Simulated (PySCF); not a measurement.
Geometries of 2 isomers of C2H7Sb, from PySCF 2.14.0, PBE0-D3(BJ)/def2-SVP geometry optimisation, gas phase, def2 core potentials past Kr. One conformer each, no zero-point energy, no frequencies.

Task: Which isomer lies lower at this level?
A.
```xyz
10
angstrom
Sb     1.153    1.363    0.701
H      2.436    1.505   -0.435
H      0.171    2.430   -0.221
C      0.324   -0.431   -0.246
C     -1.051   -0.788    0.292
H      1.049   -1.237   -0.056
H      0.303   -0.259   -1.331
H     -1.440   -1.706   -0.180
H     -1.035   -0.964    1.380
H     -1.786    0.010    0.100
```
B.
```xyz
10
angstrom
Sb    -0.345   -0.601    1.129
C      1.497   -0.605   -0.027
H      2.099    0.270    0.256
H      1.276   -0.565   -1.102
H      2.072   -1.515    0.195
C     -1.264    1.003   -0.014
H     -2.344    1.030    0.189
H     -1.098    0.854   -1.090
H     -0.824    1.962    0.295
H     -1.068   -1.834    0.170
```

Result: B. That is SbMe2H, `[H][Sb]([CH3])[CH3]`, 3.5 kcal/mol below the other.

```
             SMILES  atoms numbered as above      E (Eh)  relative (kcal/mol)  relative (kJ/mol)  dipole (D)
[H][Sb]([CH3])[CH3]                        –  -320.50526                  0.0                0.0        0.73
 [H][Sb]([H])[CH2]C                        –  -320.49973                  3.5               14.5        0.87
```
